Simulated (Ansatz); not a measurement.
Calculated with Ansatz (gas phase, PBE0-D4/def2-TZVP geometries, no zero-point term in ΔE). CCSD(T)/CBS adds triple-zeta CCSD(T) − MP2 to the extrapolated MP2 energy (def2 sets, frozen cores). DFT in def2-TZVPP. B3LYP here is the variant with VWN-RPA as its local correlation; programs differ in this. Elements past krypton have def2 core potentials. For I outer-core shells are correlated without core-valence functions, which leaves a few kJ/mol of doubt a bond. One conformer a species, not always the lowest.

Consider the redistribution: `[OH][AlH][I]` + `FC[SiH](F)CCl` → `F[CH2][AlH][I]` + `O[SiH](F)CCl`.

`[OH][AlH][I]`:

```xyz
5

O    -0.559    1.207    0.140
Al   -0.062   -0.317   -0.380
I     1.493   -1.633    1.023
H    -0.275    1.609    0.961
H    -0.598   -0.866   -1.745
```

`FC[SiH](F)CCl`:

Z-matrix (Å, degrees):
```
C
Si 1 1.881
F 1 1.392 2 109.8
H 1 1.095 2 110.9 3 -119.8
H 1 1.095 2 111.4 3 120.0
C 2 1.870 1 109.9 3 50.8
F 2 1.601 1 109.0 3 -67.7
H 2 1.481 1 110.3 3 173.4
Cl 6 1.788 2 106.1 1 66.1
H 6 1.090 2 113.2 1 -175.7
H 6 1.090 2 112.3 1 -51.6
```

`F[CH2][AlH][I]`:

Z-matrix (Å, degrees):
```
C
Al 1 1.978
F 1 1.390 2 113.3
H 1 1.099 2 110.6 3 -121.5
H 1 1.099 2 110.6 3 121.5
I 2 2.463 1 119.5 3 -0.4
H 2 1.580 1 120.8 3 179.6
```

`O[SiH](F)CCl`:

Cartesian coordinates in Å:
```
O -0.741 -1.061 1.310
Si 0.518 -0.306 0.615
F 1.018 0.924 1.497
C 0.036 0.390 -1.057
Cl -1.525 1.251 -0.894
H -1.596 -0.629 1.241
H 1.624 -1.278 0.525
H -0.101 -0.396 -1.800
H 0.767 1.105 -1.438
```

| species | B3LYP-D4 energy (Eh) |
| --- | --- |
| `[OH][AlH][I]` | -616.84779 |
| `FC[SiH](F)CCl` | -1028.86313 |
| `F[CH2][AlH][I]` | -680.12710 |
| `O[SiH](F)CCl` | -965.57032 |

Problem. Work out ΔE.

Solution. ΔE = (-680.12710) + (-965.57032) − (-616.84779) − (-1028.86313) = 0.01350 Eh = +35.4 kJ/mol. CCSD(T)/CBS gives +34.8 kJ/mol.

Largest T1 diagnostic among the species: 0.011.

In def2-TZVPP, CCSD(T) changes the Hartree–Fock value by +4.8 kJ/mol (the triples alone add +0.4 kJ/mol) and MP2 by +7.2 kJ/mol. Leaving LDA and LC-ωPBE aside and taking each functional with its dispersion term where it has one, the values, not all of them listed here, spread over 4.6 kJ/mol, from B97M-V to BLYP-D4.
